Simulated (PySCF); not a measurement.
C3H8O2Si, SMILES C/C=C/O[SiH2]O. Atoms are numbered in the order given.

```xyz
14

C      3.2673     0.7753     0.5048
C      1.8427     1.0848     0.1581
C      0.8205     0.2584     0.3971
O     -0.4707     0.5747     0.0894
Si    -1.7718    -0.4771     0.0819
O     -1.7583    -1.4992    -1.2259
H      3.6851     1.5198     1.2052
H      3.3652    -0.2168     0.9734
H      3.9145     0.7891    -0.3899
H      1.6184     2.0465    -0.3167
H      0.9733    -0.7222     0.8711
H     -1.7008    -1.3693     1.2643
H     -2.9532     0.4191     0.0787
H     -1.8488    -1.1022    -2.1006
```
Charge 0, spin multiplicity 1.

Geometry: B3LYP-D3(BJ)/def2-SVP. The structure was generated by enumeration; whether it is a known compound was not checked. The values are those of a single conformer.

All values below come from B3LYP-D3(BJ)/def2-SVP run with PySCF 2.14.0.

Frequencies are harmonic and unscaled.

```tsv
mode	ν (cm⁻¹)	IR (km/mol)	moving atoms (share of kinetic energy)
1	47	0.4	O 42 %, C 29 %, H 29 %
2	61	2.4	H 47 %, O 29 %, C 20 %
3	131	6.1	H 30 %, C 29 %, O 25 %, Si 16 %
4	205	3.4	H 70 %, C 26 %
5	236	20.2	H 54 %, C 22 %, O 14 %, Si 9 %
6	291	67.1	H 59 %, C 25 %, O 15 %
7	321	2.1	C 45 %, O 28 %, H 25 %
8	372	76.5	O 53 %, H 25 %, C 11 %, Si 11 %
9	447	7.9	C 46 %, Si 26 %, H 18 %, O 10 %
10	652	96.2	H 79 %, Si 14 %
11	776	47.9	H 86 %
12	821	64.8	O 48 %, H 33 %, Si 11 %, C 8 %
13	827	4.7	H 58 %, C 38 %
14	858	126.7	H 52 %, O 28 %, Si 11 %, C 10 %
15	906	4.6	H 53 %, O 30 %, Si 13 %
16	938	114.7	H 76 %, C 21 %
17	946	221.2	H 73 %, Si 11 %, C 10 %
18	954	57.7	H 87 %, C 9 %
19	977	293.5	H 67 %, Si 24 %
20	1052	0.2	H 65 %, C 35 %
21	1134	6.8	C 58 %, H 39 %
22	1221	404.2	O 43 %, C 40 %, H 16 %
23	1281	75.8	H 68 %, C 26 %
24	1357	5.0	H 83 %, C 16 %
25	1405	2.2	H 74 %, C 25 %
26	1451	6.1	H 96 %
27	1467	7.1	H 95 %
28	1760	121.2	C 90 %, H 9 %
29	2265	100.9	H 98 %
30	2271	151.6	H 95 %
31	3011	40.7	H 97 %
32	3069	21.0	H 91 %, C 9 %
33	3105	14.4	H 91 %, C 9 %
34	3111	26.2	H 92 %, C 8 %
35	3159	12.8	H 92 %, C 8 %
36	3870	93.8	H 94 %
```
